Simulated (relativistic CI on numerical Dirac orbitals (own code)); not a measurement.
Sensitivity of the levels of Sr12+ to α and to the nuclear radius

Computed by Dirac-Coulomb-Breit CI, KLI orbitals optimised for each configuration, derivatives by finite differences, unscaled Slater integrals, QED left out (own radial code, finite nucleus).

CI space (outside the closed core [Ne]): 3s²3p⁶3d⁸, 3s²3p⁵3d⁹, 3s²3p⁴3d¹⁰, 3s3p⁶3d⁹, 3s²3p⁶3d⁷4s, 3s²3p⁶3d⁷4p, 3p⁶3d¹⁰, 3s²3p⁶3d⁷4d. Levels of other configurations are missing.

With x = (α/α₀)² − 1 an excitation energy changes as ω = ω₀ + qx; K = 2q/ω₀ is the relative enhancement. Terms are leading LS components, so labels can repeat. The field-shift factor is F = δν/δ⟨r²⟩ for the transition from the lowest level.

Lowest level 3s²3p⁶3d⁸ ³F4.

```tsv
Level	ω₀ (cm⁻¹)	q (cm⁻¹)	K	F (GHz/fm²)
3s²3p⁶3d⁸ ³F3	12917	13260	2.05	0.0737
3s²3p⁶3d⁸ ³F2	17849	12300	1.38	0.0699
3s²3p⁶3d⁸ ³P2	37682	7927	0.421	0.0686
3s²3p⁶3d⁸ ³P1	52748	13710	0.52	0.126
3s²3p⁶3d⁸ ³P0	53001	11160	0.421	0.116
3s²3p⁶3d⁸ ³P2	53921	19730	0.732	0.139
3s²3p⁶3d⁸ ¹G4	65673	10800	0.329	0.137
3s²3p⁶3d⁸ ¹S0	136505	16250	0.238	0.252
3s²3p⁵3d⁹ ³F°4	1059803	20360	0.0384	1.64
3s²3p⁵3d⁹ ¹D°2	1079391	28200	0.0523	1.65
3s²3p⁵3d⁹ ³F°3	1095464	46490	0.0849	1.56
3s²3p⁵3d⁹ ³F°2	1132231	47330	0.0836	1.6
3s²3p⁵3d⁹ ³P°1	1144575	33160	0.0579	1.78
```

At this charge energies of transitions that change n are usually good to better than 1 %, and those within a shell (Δn = 0) to a few per cent. Terms inside the open d or f shell come out 10 to 20 % too wide with unscaled integrals.
